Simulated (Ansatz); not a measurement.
Relaxation of AlGaH₆O₂ (10 atoms, charge 0, multiplicity 1), to a largest force component of 0.03 eV/Å in at most 50 steps.

Level of theory: RKS B3LYP-D4/def2-SVP (Ansatz 0.2.0).

```xyz
10
Properties=species:S:1:pos:R:3
Ga 0.044 0.658 -0.241
O -0.345 -1.026 2.182
H -1.299 -0.961 2.337
H 1.322 0.067 -0.923
H -1.454 0.575 -0.692
O 0.354 1.696 1.195
Al 0.952 2.972 2.144
H 1.258 2.645 3.665
H 1.168 4.407 1.509
H -0.021 -0.117 2.399
```

Task: Where does it end, and by what steps?

Result: It converged. The force dipped under the threshold on the way, but the program's further checks kept it going. After 11 steps the energy has fallen by 0.416 eV; O2 moved furthest, 0.53 Å. Joined: Ga1–O2 (2.98 → 2.15 Å).

```csv
step,energy less start (eV),largest force component (eV/Å),accepted
0,0.0000,0.930,yes
1,-0.1160,1.043,yes
2,-0.2827,0.825,yes
3,-0.3440,0.910,yes
4,-0.3414,0.767,no
5,-0.3934,0.295,yes
6,-0.4048,0.096,yes
7,-0.4069,0.185,yes
8,-0.3987,0.367,no
9,-0.4143,0.055,yes
10,-0.4153,0.026,yes
11,-0.4156,0.017,yes
```

```xyz
10
Properties=species:S:1:pos:R:3
Ga -0.036 0.519 0.094
O -0.279 -0.928 1.670
H -1.202 -1.131 1.883
H 1.178 -0.006 -0.744
H -1.522 0.723 -0.383
O 0.423 1.546 1.565
Al 0.979 3.022 2.201
H 1.168 3.111 3.773
H 1.282 4.251 1.246
H -0.013 -0.191 2.270
```

Whether the end is a true minimum wasn't checked by a vibrational analysis.

The run took 17 s on 4 threads of Arm Neoverse V2 (shared host), peak memory 0.26 GiB.
